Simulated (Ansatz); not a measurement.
Stepwise reaction of `C[Se][Sn]([Cl])([Cl])[Se]C` with hydrogen, as a gas-phase model of exchange steps in deposition or etching. ΔE in kJ/mol; ΔG adds harmonic PBE0-D4 terms to CCSD(T)/CBS, at 1 bar.

Gas-phase electronic energies from Ansatz, PBE0-D4/def2-TZVP geometries. CCSD(T)/CBS adds triple-zeta CCSD(T) − MP2 to the extrapolated MP2 energy (def2 sets, frozen cores). This one scheme is used for every species. Functionals use def2-TZVPP. B3LYP here is the variant with VWN-RPA as its local correlation; programs differ in this. Elements past krypton have def2 core potentials. For Se, Sn outer-core shells are correlated without core-valence functions, which leaves a few kJ/mol of doubt a bond. Scalar relativity is left out up to krypton. One conformer a species, not always the lowest.

| step | reaction | PBE-D4 | B3LYP-D4 | ωB97M-V | CCSD(T)/CBS | ΔG(600 K) |
| --- | --- | --- | --- | --- | --- | --- |
| 1 | `C[Se][Sn]([Cl])([Cl])[Se]C` + H₂ → `C[Se][SnH]([Cl])[Cl]` + `C[SeH]` | 74.9 | 73.3 | 62.5 | 75.2 | 54.4 |

Question: Give the row of step 2, `C[Se][SnH]([Cl])[Cl]` + H₂ → `[Cl][SnH2][Cl]` + `C[SeH]`. (Estimate.)

Answer: The calculation gave: 
```
step                                                   reaction  PBE-D4  B3LYP-D4  ωB97M-V  CCSD(T)/CBS  ΔG(600 K)
   2  `C[Se][SnH]([Cl])[Cl]` + H₂ → `[Cl][SnH2][Cl]` + `C[SeH]`    72.6      70.3     62.6         74.5       60.1
```

Question: By hand: ΔE of the 2 steps together at CCSD(T)/CBS.

Answer: (75.2) + (74.5) = 149.7 kJ/mol, or 74.8 kJ/mol a step.

In ΔE the steps differ by no more than 0.7 kJ/mol. All are uphill at CCSD(T)/CBS. ΔG lies between 54.4 and 60.1 kJ/mol a step. PBE-D4 differs from CCSD(T)/CBS by -1.9 to -0.3 kJ/mol a step. Only this route is followed, and other bonds may react first. Isolated molecules leave out the surface, adducts and barriers. Largest T1 diagnostic: 0.011.
